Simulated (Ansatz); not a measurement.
C4H12O2Si, singlet, at a GFN2-xTB geometry, with bond 9-2 at 1.4 times its length; CASSCF(2,4)/STO-3G run with Ansatz (an electronic-structure program).

Ansatz was given this input:
Ansatz 0.2 input:
```yaml
crystal:
  periodic: [false, false, false]
  atoms:
    - {symbol: Si, position_ang: [-0.02906731, -0.02554580, 0.36916303]}
    - {symbol: C, position_ang: [1.62304182, 0.74334215, -0.15482036]}
    - {symbol: C, position_ang: [2.82447344, -0.16018718, 0.09825193]}
    - {symbol: O, position_ang: [-1.33013248, 0.87406973, -0.03188406]}
    - {symbol: C, position_ang: [-1.65116308, 2.17036418, 0.37494364]}
    - {symbol: O, position_ang: [-0.14286513, -1.38194372, -0.50145487]}
    - {symbol: C, position_ang: [-1.24012955, -2.24129689, -0.62279369]}
    - {symbol: H, position_ang: [-0.07093446, -0.28819987, 1.81574134]}
    - {symbol: H, position_ang: [1.82581445, 2.05812713, 0.59799548]}
    - {symbol: H, position_ang: [1.59269129, 0.99749729, -1.21625962]}
    - {symbol: H, position_ang: [3.74632135, 0.31230396, -0.23764996]}
    - {symbol: H, position_ang: [2.70109279, -1.09893519, -0.43385216]}
    - {symbol: H, position_ang: [2.91878412, -0.38170792, 1.15829109]}
    - {symbol: H, position_ang: [-1.80280408, 2.21097682, 1.45612980]}
    - {symbol: H, position_ang: [-2.57358544, 2.46123951, -0.12920093]}
    - {symbol: H, position_ang: [-0.85747065, 2.87147825, 0.10722609]}
    - {symbol: H, position_ang: [-1.05417226, -2.90419951, -1.46866414]}
    - {symbol: H, position_ang: [-2.15801879, -1.67772917, -0.79479750]}
    - {symbol: H, position_ang: [-1.35619585, -2.83789871, 0.28507082]}
basis:
  gaussian:
    orbitals: STO-3G
hamiltonian:
  xc: hf
magnetization: {spin_polarized: false}
correlation: {active_space: {window: {electrons: 2, orbitals: 4}}}
```

Output, abridged:

```
Functional definition: HF
700 factors; integrals over basis functions are off by at most 3.7e-5 eV
mean field evaluation 1: about -16047.7457 eV, gradient 3.0e1 eV
mean field evaluation 2: about -16048.0900 eV, gradient 2.9e1 eV
mean field evaluation 4: about -16051.1384 eV, gradient 1.9e0 eV
mean field evaluation 8: about -16051.1528 eV, gradient 3.4e-5 eV
mean field -16051.15284749 eV, -589.8689872831 hartree, gradient 7.9e-7 eV, S^2 0.000000; 0 other end points of the search recorded, 0 dependent functions left out
reference -16051.15284749 eV, -589.8689872831 hartree; 33, 33 occupied and 18, 18 virtual orbitals, 700 factors
state -16052.24274613 eV, -589.9090403193 hartree
Total energy: -16052.24274613 eV, -589.9090403193 hartree
```
